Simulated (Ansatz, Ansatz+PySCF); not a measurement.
| atom | x (Å) | y (Å) | z (Å) |
| --- | --- | --- | --- |
| Be | 0.0000 | 0.0000 | 0.0000 |
| O | 0.0000 | 0.0000 | 1.3300 |

Basis set: def2-SVP (spherical functions). Frozen core: 1 orbital. Charge 0, multiplicity 1.

Computed with Ansatz (development build ahead of 0.2.0); each method stands on the lowest determinant of its kind that the runs found. Restricted open shells among the atoms or ions are ROHF, correlated in semicanonical orbitals with singles.

The atomization energy at this shape (free ground-state atoms in the same class of orbitals less the molecule, no zero-point energy) of singlet BeO:

```csv
method,atomization energy
RHF-MP2,424.6 kJ/mol
UHF-MP2,273.7 kJ/mol
UHF,189.4 kJ/mol
```

Question: What does RHF give?

Answer: 138.0 kJ/mol. Caution for RHF-MP2, RHF: an unrestricted determinant lies well below. Caution for UHF-MP2, UHF: the unrestricted determinant is a mixture of spin states. Caution for UHF: a free atom is spin contaminated.
